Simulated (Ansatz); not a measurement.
CH5O2SbSi (`[OH][Sb]1[CH2][SiH2][O]1`), 10 atoms. Charge 0, multiplicity 1. Correlated methods include outer-core shells of Sb, which these sets cover unevenly. Sb takes the def2 core potential. All runs use 4 threads of a server CPU on a shared host. Correlated methods freeze the cores.

(1) How many basis functions does each run have, and how long does it take in Ansatz? direct RPA on PBE orbitals/def2-TZVPP energy; RKS BLYP-D4/def2-TZVPP energy; RKS ωB97M-V/def2-TZVPP energy and forces; RKS PBE0-D4/def2-TZVP relaxation (9 steps); RHF-CCSD(T)/def2-SVP energy; RHF-CCSD(T)/def2-TZVPP energy; RKS PBE0-D4/def2-SVP energy; RKS ωB97M-V/def2-SVP energy; RKS PBE0-D4/def2-TZVP frequencies; RKS PBE0-D4/def2-QZVPP energy; RHF-MP2/def2-QZVPP energy; RKS B97M-V/def2-TZVPP energy. (Estimate.)

Results:

(1) Computed: Other jobs shared the machine, so times are rough.

| level | job | functions | wall time | peak host memory (GiB) |
| --- | --- | --- | --- | --- |
| RKS PBE0-D4/def2-SVP | energy | 111 | 1.1 s | 0.25 |
| RKS BLYP-D4/def2-TZVPP | energy | 255 | 1.8 s | 0.36 |
| RKS ωB97M-V/def2-SVP | energy | 111 | 3 s | 0.38 |
| RKS B97M-V/def2-TZVPP | energy | 255 | 5.5 s | 0.45 |
| direct RPA on PBE orbitals/def2-TZVPP | energy | 255 | 6 s | 0.76 |
| RHF-CCSD(T)/def2-SVP | energy | 111 | 6.5 s | 0.62 |
| RKS PBE0-D4/def2-QZVPP | energy | 473 | 7 s | 1.9 |
| RKS ωB97M-V/def2-TZVPP | energy and forces | 255 | 7.5 s | 1 |
| RHF-MP2/def2-QZVPP | energy | 473 | 18 s | 3 |
| RKS PBE0-D4/def2-TZVP | relaxation (9 steps) | 210 | 28 s | 0.65 |
| RHF-CCSD(T)/def2-TZVPP | energy | 255 | 74 s | 6.8 |
| RKS PBE0-D4/def2-TZVP | frequencies | 210 | 2.1 min | 0.65 |
